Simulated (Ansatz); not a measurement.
The same isomerisation along the group B, Al, Ga.

Calculated with Ansatz (gas phase, PBE0-D4/def2-TZVP geometries, no zero-point term in ΔE). CBS: MP2 limit from def2 TZ/QZ plus the TZ coupled-cluster correction, frozen cores. Functionals use def2-TZVPP. For Ga outer-core shells are correlated without core-valence functions, which leaves a few kJ/mol of doubt a bond. Scalar relativity is left out up to krypton.

```json
{"reaction": "`B1CC[SiH2]1` → `CC1B[SiH2]1`", "ωB97X-V (eV)": "0.61", "PBE0-D4 (eV)": "0.49", "CCSD(T)/CBS(def2) (eV)": "0.49"}
{"reaction": "`[CH2]1C[SiH2][AlH]1` → `C[CH]1[AlH][SiH2]1`", "ωB97X-V (eV)": "0.81", "PBE0-D4 (eV)": "0.76", "CCSD(T)/CBS(def2) (eV)": "0.77"}
{"reaction": "`C1[CH2][GaH][SiH2]1` → `C[CH]1[SiH2][GaH]1`", "ωB97X-V (eV)": "0.88", "PBE0-D4 (eV)": "0.83", "CCSD(T)/CBS(def2) (eV)": "0.83"}
```

Largest T1 diagnostic: 0.013, for `C[CH]1[SiH2][GaH]1`.
